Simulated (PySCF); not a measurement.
# SMILES CC(=S)C1=CC=C[SiH2]1, C₆H₈SSi

Cartesian coordinates in Å; atom numbers follow the order of the lines, from 1:
```xyz
16

C    -2.5482   -0.1235   -0.4637
C    -1.4940    0.1184    0.5671
S    -1.9132    0.4785    2.1196
C    -0.1157    0.0455    0.2410
C     0.4204   -0.2366   -0.9765
C     1.8602   -0.2476   -1.0411
C     2.5102    0.0210    0.1040
Si    1.2731    0.3423    1.5001
H    -2.4476    0.5918   -1.2804
H    -3.5362   -0.0219   -0.0223
H    -2.4450   -1.1260   -0.8799
H    -0.1603   -0.4450   -1.8644
H     2.3502   -0.4648   -1.9806
H     3.5855    0.0365    0.1582
H     1.3300   -0.6770    2.5418
H     1.3230    1.7175    1.9838
```

Level of theory: GIAO KT3/pcSseg-1 magnetisability, rotational g tensor and spin-rotation constants, non-relativistic, gas phase in PySCF 2.14.0. Geometry: GFN2-xTB.

**Question.** Give the nuclear spin-rotation constants along the inertial axes (H = +C I·J) beside the isotropic shieldings.

**Answer.** Rotational constants 2.6556, 1.0942, 0.7860 GHz. A star marks the isotopologue with that one atom substituted, in its own axes.
```tsv
atom	isotope	Caa (kHz)	Cbb (kHz)	Ccc (kHz)	mean (kHz)	σ (ppm)
H9	1H	-0.266	-0.059	-0.011	-0.112	28.7
H10	1H	0.145	-0.113	-0.090	-0.019	28.7
H11	1H	-0.266	-0.059	-0.011	-0.112	28.7
H12	1H	-0.185	0.096	-0.100	-0.063	25.2
H13	1H	0.073	-0.007	-0.088	-0.007	24.4
H14	1H	0.236	-0.076	-0.098	0.021	25.3
H15	1H	-0.245	-0.051	0.004	-0.097	27.2
H16	1H	-0.245	-0.051	0.004	-0.097	27.2
C1	13C*	0.475	0.159	0.142	0.259	151.0
C2	13C*	1.715	0.637	0.120	0.824	-39.9
S3	33S*	2.137	1.117	0.236	1.164	-473.9
C4	13C*	1.183	0.442	0.157	0.594	33.9
C5	13C*	1.188	0.383	0.129	0.566	51.5
C6	13C*	1.294	0.383	0.134	0.604	40.8
C7	13C*	1.238	0.443	0.098	0.593	43.9
Si8	29Si*	-1.343	-0.598	-0.467	-0.803	420.6
```
For the geometry as given, no vibrational averaging.

**Question.** How do the rotational constants and the g tensor change when H9, H10, H11, H12, H13, H14, H15, H16 are replaced by deuterium?

**Answer.** Constants 2.2283, 0.9956, 0.7058 GHz; g -0.0518, -0.0285, -0.0060, against -0.0620, -0.0311, -0.0066 before.
